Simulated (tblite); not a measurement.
Compound: C₆H₈FO₂ (doublet state).
Cartesian coordinates in Å at the GFN2-xTB level; atoms count from 1:
```xyz
17
C6H8FO2 angstrom
C     -1.6628   -1.1345    0.0226
C     -0.8755   -0.0583    0.7652
C     -0.3104    0.9864   -0.1698
C     -0.7738    2.1978   -0.2194
O     -1.2236    3.2680   -0.3104
C      0.9350    0.6161   -0.9448
O      2.0441    0.4844   -0.0608
C      2.0985   -0.6411    0.6692
F      1.9876   -1.8043   -0.0380
H     -2.4963   -0.6916   -0.5181
H     -2.0541   -1.8601    0.7314
H     -1.0303   -1.6617   -0.6869
H     -0.0235   -0.5202    1.2886
H     -1.5142    0.4214    1.5080
H      0.7761   -0.3224   -1.4869
H      1.2111    1.4037   -1.6466
H      2.9053   -0.6715    1.3857
```

All values are computed: GFN2-xTB (tblite) harmonic vibrations without scaling, gas phase. Errors from tens to a few hundred cm⁻¹ against measured bands are possible. One conformer, not necessarily the lowest. Open shells enter through the occupations alone, without spin polarisation, and single modes of such species can be off by tens of per cent.

Harmonic wavenumbers (cm⁻¹): 48.3, 55.9, 91.6, 121.7, 135.5, 176.5, 214.5, 274.0, 301.3, 394.9, 409.3, 536.6, 544.9, 602.0, 745.8, 762.5, 818.1, 916.8, 966.0, 1019.6, 1041.5, 1059.5, 1082.3, 1152.3, 1184.9, 1194.7, 1238.5, 1255.7, 1303.5, 1313.0, 1409.7, 1423.5, 1438.4, 1457.1, 1494.8, 1496.0, 2262.3, 2827.2, 2930.2, 2990.8, 3000.8, 3036.9, 3041.9, 3048.5, 3069.6.

A = 2431, B = 1057, C = 812.6 MHz; mass 131.051 u (most abundant isotopes); point group C1, symmetry number 1; spin multiplicity 2.

**Question.** What is the zero-point energy?

**Answer.** Half the sum of the wavenumbers: 27945 cm⁻¹ = 79.90 kcal/mol.

**Question.** What is S at 298.15 K and 1 bar for an ideal gas of classical rigid rotors and harmonic oscillators?

**Answer.** Translation 40.55, rotation 29.42, vibration 31.46, spin (R ln 2) 1.38: S = 102.8 cal/(mol K).

**Question.** And Cp and H(298.15 K) − H(0)?

**Answer.** Cp = 37.18 cal/(mol K), of which vibrations give 29.23 (their classical limit is 45 R = 89.4); H(298.15 K) − H(0) = 7.12 kcal/mol without the zero-point energy, 4.75 from vibrations.

**Question.** Blend soft modes into free rotors: weight 1/[1 + (100 cm⁻¹/ν̃)⁴] for the oscillator and the rest for a rotor with moment μB/(μ + B), μ = h/(8π²ν), B = 10⁻⁴⁴ kg m². What vibrational entropy results?

**Answer.** 28.57 cal/(mol K) in place of 31.46, which changes −T·S at 298.15 K by +0.86 kcal/mol.

**Question.** What must be added to the electronic energy to get the Gibbs energy at 298.15 K and 1 bar?

**Answer.** ZPE + [H(298.15 K) − H(0)] − T·S = 79.90 + 7.12 − 30.65 = 56.37 kcal/mol.

**Question.** Which modes carry the vibrational entropy at 298.15 K?

**Answer.** 48.3 cm⁻¹: 4.89; 55.9 cm⁻¹: 4.60; 91.6 cm⁻¹: 3.63; 121.7 cm⁻¹: 3.07; 135.5 cm⁻¹: 2.87; 176.5 cm⁻¹: 2.37 cal/(mol K); the other 39 give 10.05 together.

**Question.** How do the functions run with temperature in this model?

**Answer.** 
```tsv
T (K)	S (cal/(mol K))	Cp (cal/(mol K))	H − H(0) (kcal/mol)	G − H(0) (kcal/mol)	ln q(vib)
100	72.9	20.3	1.40	-5.89	2.11
200	89.7	28.9	3.88	-14.07	5.10
300	103.0	37.3	7.18	-23.73	7.87
500	125.9	52.9	16.28	-46.69	13.01
800	154.4	68.2	34.66	-88.90	20.07
1000	170.4	74.8	48.99	-121.42	24.35
```

q(vib) and H(0) count from the zero-point level.

Hindered rotation and anharmonicity are outside this model. Other conformers, if any are populated, would add a mixing term that is left out. The structure is chiral; the term R ln 2 for an equal mix with its mirror image is left out.

On one thread of an Arm Neoverse V1, no GPU, on a shared host, this took 0.54 s of wall time. The figure is for the frequency step alone.
